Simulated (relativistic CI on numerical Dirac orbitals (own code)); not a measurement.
# How well does a small relativistic CI reproduce H?

Calculated at this level of theory: Dirac equation for one electron, model QED (radiative potential, 1s self-energy scaled to tabulated hydrogen-like ionisation energies) (own radial code, finite nucleus).

Configuration list: 1s, 2p, 2s, 3p, 3s, 3d, 4p, 4s, 4d, 4f, 5p, 5s, 5d, 5f, 5g, 6s, 6p, 6d. Levels of other configurations are missing.

| Configuration | Term (tabulated) | J | Measured (cm⁻¹) | Computed | Error | Purity (%) |
| --- | --- | --- | --- | --- | --- | --- |
| 1s | 2S | 1/2 | 0.0 | 0 | 0 | 100 |
| 2p | 2P° | 1/2 | 82258.9 | 82259 | 0 | 100 |
| 2s | 2S | 1/2 | 82259.0 | 82259 | 0 | 100 |
| 2p | 2P° | 3/2 | 82259.3 | 82259 | 0 | 100 |
| 3p | 2P° | 1/2 | 97492.2 | 97492 | 0 | 100 |
| 3s | 2S | 1/2 | 97492.2 | 97492 | 0 | 100 |
| 3d | 2D | 3/2 | 97492.3 | 97492 | 0 | 100 |
| 3p | 2P° | 3/2 | 97492.3 | 97492 | 0 | 100 |
| 3d | 2D | 5/2 | 97492.4 | 97492 | 0 | 100 |
| 4p | 2P° | 1/2 | 102823.8 | 102824 | 0 | 100 |
| 4s | 2S | 1/2 | 102823.9 | 102824 | 0 | 100 |
| 4d | 2D | 3/2 | 102823.9 | 102824 | 0 | 100 |
| 4p | 2P° | 3/2 | 102823.9 | 102824 | 0 | 100 |
| 4d | 2D | 5/2 | 102823.9 | 102824 | 0 | 100 |
| 4f | 2F° | 5/2 | 102823.9 | 102824 | 0 | 100 |
| 4f | 2F° | 7/2 | 102823.9 | 102824 | 0 | 100 |
| 5p | 2P° | 1/2 | 105291.6 | 105292 | 0 | 100 |
| 5s | 2S | 1/2 | 105291.6 | 105292 | 0 | 100 |
| 5d | 2D | 3/2 | 105291.7 | 105292 | 0 | 100 |
| 5p | 2P° | 3/2 | 105291.7 | 105292 | 0 | 100 |
| 5f | 2F° | 5/2 | 105291.7 | 105292 | 0 | 100 |
| 5d | 2D | 5/2 | 105291.7 | 105292 | 0 | 100 |
| 5f | 2F° | 7/2 | 105291.7 | 105292 | 0 | 100 |
| 5g | 2G | 7/2 | 105291.7 | 105292 | 0 | 100 |
| 5g | 2G | 9/2 | 105291.7 | 105292 | 0 | 100 |

Measured levels from NIST Handbook of Basic Atomic Spectroscopic Data (Sansonetti and Martin, J. Phys. Chem. Ref. Data 34, 1559 (2005)); pairs were made by configuration, J and term (by order where the table uses no LS term), so strongly mixed levels may be paired wrongly.

Mean error by configuration (cm⁻¹): 2p 0; 2s 0; 3p 0; 3s 0; 3d 0; 4p 0; 4s 0; 4d 0; 4f 0; 5p 0; 5s 0; 5d 0; 5f 0; 5g 0. Over the excited levels the mean absolute error is 0 cm⁻¹ (24 of the 24 excited levels that our extract of the source holds in range could be paired), and the median relative error of those above 1,000 cm⁻¹ is 0.0001 %.
